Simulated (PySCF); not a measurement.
F₆W, singlet, geometry from GFN2-xTB (such geometries of metal compounds can be far from the true shape) (core potentials on W); DF-PBE0/def2-SV(P) (PySCF).

The PySCF input:
```python
from pyscf import gto, scf, dft

mol = gto.Mole()
mol.atom = '''
    W     0.00000000   -0.00000000   -0.00000000
    F     1.10915424   -0.45499889   -1.39234928
    F    -1.10915424    0.45499889    1.39234928
    F    -1.16633876    0.78225540   -1.18474218
    F    -0.88617967   -1.59904226   -0.18339327
    F     0.88617967    1.59904226    0.18339327
    F     1.16633876   -0.78225540    1.18474218
'''
mol.basis = 'def2-sv(p)'
mol.ecp = {'W': 'def2-sv(p)'}
mol.verbose = 4
mol.build()

mf = dft.RKS(mol)
mf.xc = 'pbe0'
mf = mf.density_fit(auxbasis='def2-universal-jkfit')
mf.kernel()
mf.analyze()
```

Problem. Write the output that PySCF gives for this input, abridged.

Solution. 
```
PySCF version 2.14.0

[INPUT] verbose = 4
[INPUT] num. atoms = 7
[INPUT] num. electrons = 68
[INPUT] charge = 0
[INPUT] spin (= nelec alpha-beta = 2S) = 0
[INPUT] symmetry False subgroup None
[INPUT] Mole.unit = angstrom
[INPUT] Symbol           X                Y                Z      unit          X                Y                Z       unit  Magmom
[INPUT]  1 W      0.000000000000   0.000000000000   0.000000000000 AA    0.000000000000   0.000000000000   0.000000000000 Bohr   0.0
[INPUT]  2 F      1.109154240000  -0.454998890000  -1.392349280000 AA    2.095997743500  -0.859823289081  -2.631158808935 Bohr   0.0
[INPUT]  3 F     -1.109154240000   0.454998890000   1.392349280000 AA   -2.095997743500   0.859823289081   2.631158808935 Bohr   0.0
[INPUT]  4 F     -1.166338760000   0.782255400000  -1.184742180000 AA   -2.204060824865   1.478248465462  -2.238838248420 Bohr   0.0
[INPUT]  5 F     -0.886179670000  -1.599042260000  -0.183393270000 AA   -1.674636873457  -3.021751933006  -0.346563053388 Bohr   0.0
[INPUT]  6 F      0.886179670000   1.599042260000   0.183393270000 AA    1.674636873457   3.021751933006   0.346563053388 Bohr   0.0
[INPUT]  7 F      1.166338760000  -0.782255400000   1.184742180000 AA    2.204060824865  -1.478248465462   2.238838248420 Bohr   0.0

nuclear repulsion = 450.680116708147
number of shells = 47
number of NR pGTOs = 194
number of NR cGTOs = 109
basis = def2-sv(p)
ecp = {'W': 'def2-sv(p)'}

******** <class 'pyscf.df.df_jk.DFRKS'> ********
method = DFRKS
initial guess = minao
damping factor = 0
level_shift factor = 0
DIIS = <class 'pyscf.scf.diis.CDIIS'>
diis_start_cycle = 1
diis_space = 8
diis_damp = 0
SCF conv_tol = 1e-09
SCF conv_tol_grad = None
SCF max_cycles = 50
direct_scf = False
XC library pyscf.dft.libxc version 7.1.2
    S. Lehtola, C. Steigemann, M. J. T. Oliveira, and M. A. L. Marques,  SoftwareX 7, 1–5 (2018)
XC functionals = pbe0
    C. Adamo and V. Barone,  J. Chem. Phys. 110, 6158 (1999)
    M. Ernzerhof and G. E. Scuseria,  J. Chem. Phys. 110, 5029 (1999)
radial grids:
    Treutler-Ahlrichs [JCP 102, 346 (1995); DOI:10.1063/1.469408] (M4) radial grids

becke partition: Becke, JCP 88, 2547 (1988); DOI:10.1063/1.454033
pruning grids: <function nwchem_prune>
grids dens level: 3
symmetrized grids: False
atomic radii adjust function: <function treutler_atomic_radii_adjust>
small_rho_cutoff = 0
Set gradient conv threshold to 3.16228e-05
Initial guess from minao.
tot grids = 109880
******** <class 'pyscf.df.df.DF'> ********
auxbasis = def2-universal-jkfit
init E= -652.811289412762
  HOMO = -0.716497211512815  LUMO = -0.321957733446626  gap/eV = 10.73597
cycle= 1 E= -664.742314947123  delta_E= -11.9  |g|= 1.69  |ddm|= 7.28
  HOMO = -0.372564279089067  LUMO = -0.308498689449461  gap/eV = 1.74331
cycle= 2 E= -661.368965439137  delta_E= 3.37  |g|= 4.52  |ddm|= 4.26
  HOMO = -0.44708676107447  LUMO = -0.151658238286882  gap/eV = 8.03902
cycle= 3 E= -665.288719523121  delta_E= -3.92  |g|= 0.243  |ddm|=  3.3
  HOMO = -0.484635494398459  LUMO = -0.210382167414273  gap/eV = 7.46281
cycle= 4 E= -665.29939775674  delta_E= -0.0107  |g|= 0.0784  |ddm|= 0.312
  HOMO = -0.47647407410298  LUMO = -0.192065704248888  gap/eV = 7.73915
cycle= 5 E= -665.300748257725  delta_E= -0.00135  |g|= 0.00794  |ddm|= 0.0719
  HOMO = -0.476581196788738  LUMO = -0.191390221295941  gap/eV = 7.76044
cycle= 6 E= -665.300761027559  delta_E= -1.28e-05  |g|= 0.000998  |ddm|= 0.00564
  HOMO = -0.476608008020236  LUMO = -0.191346416239816  gap/eV = 7.76236
cycle= 7 E= -665.300761226005  delta_E= -1.98e-07  |g|= 0.0001  |ddm|= 0.000738
  HOMO = -0.476613693420403  LUMO = -0.191352172717034  gap/eV = 7.76236
cycle= 8 E= -665.300761227116  delta_E= -1.11e-09  |g|= 6.7e-05  |ddm|= 8.51e-05
  HOMO = -0.476611839630442  LUMO = -0.191355181547417  gap/eV = 7.76223
cycle= 9 E= -665.300761227919  delta_E= -8.03e-10  |g|= 7.87e-06  |ddm|= 4.35e-05
  HOMO = -0.476611561263278  LUMO = -0.191356957380543  gap/eV = 7.76217
Extra cycle  E= -665.300761227867  delta_E= 5.16e-11  |g|= 1.71e-05  |ddm|= 1.85e-05
converged SCF energy = -665.300761227867
**** SCF Summaries ****
Total Energy =                        -665.300761227867270
Nuclear Repulsion Energy =             450.680116708146954
One-electron Energy =                -1844.118267153183979
Two-electron Energy =                  728.137389217169812
Two-electron Coulomb Energy =          797.843730116689926
DFT Exchange-Correlation Energy =      -69.706340899520058
HOMO-LUMO gap [eV] =                     7.762173140235288
**** MO energy ****
MO #1   energy= -24.8419708598359  occ= 2
MO #2   energy= -24.8418097686363  occ= 2
MO #3   energy= -24.8418073954838  occ= 2
MO #4   energy= -24.8416382172449  occ= 2
MO #5   energy= -24.8416368275221  occ= 2
MO #6   energy= -24.841634191816   occ= 2
MO #7   energy= -3.26987431152846  occ= 2
MO #8   energy= -1.90761751344799  occ= 2
MO #9   energy= -1.90761737229952  occ= 2
MO #10  energy= -1.90761681600156  occ= 2
MO #11  energy= -1.26978353729885  occ= 2
MO #12  energy= -1.2634395184965   occ= 2
MO #13  energy= -1.263437514469    occ= 2
MO #14  energy= -1.22161991382872  occ= 2
MO #15  energy= -1.22161915165595  occ= 2
MO #16  energy= -1.22161671943334  occ= 2
MO #17  energy= -0.625554640947633 occ= 2
MO #18  energy= -0.625549815950104 occ= 2
MO #19  energy= -0.598500234663364 occ= 2
MO #20  energy= -0.598497570864971 occ= 2
MO #21  energy= -0.598493794835195 occ= 2
MO #22  energy= -0.584441953969109 occ= 2
MO #23  energy= -0.520022001101541 occ= 2
MO #24  energy= -0.520020850325527 occ= 2
MO #25  energy= -0.520017215478762 occ= 2
MO #26  energy= -0.495837996353886 occ= 2
MO #27  energy= -0.49583649405202  occ= 2
MO #28  energy= -0.495833877714912 occ= 2
MO #29  energy= -0.494862790253565 occ= 2
MO #30  energy= -0.494861681276177 occ= 2
MO #31  energy= -0.494856365591965 occ= 2
MO #32  energy= -0.476621871001998 occ= 2
MO #33  energy= -0.476618104821193 occ= 2
MO #34  energy= -0.476611561263278 occ= 2
MO #35  energy= -0.191356957380543 occ= 0
MO #36  energy= -0.191356429228107 occ= 0
MO #37  energy= -0.191351592755097 occ= 0
MO #38  energy= 0.0198344957731277 occ= 0
MO #39  energy= 0.019837718933192  occ= 0
MO #40  energy= 0.0214212511028603 occ= 0
MO #41  energy= 0.0661448787420926 occ= 0
MO #42  energy= 0.066146307714524  occ= 0
Dipole moment(X, Y, Z, Debye): -0.00000, -0.00000, -0.00000
```
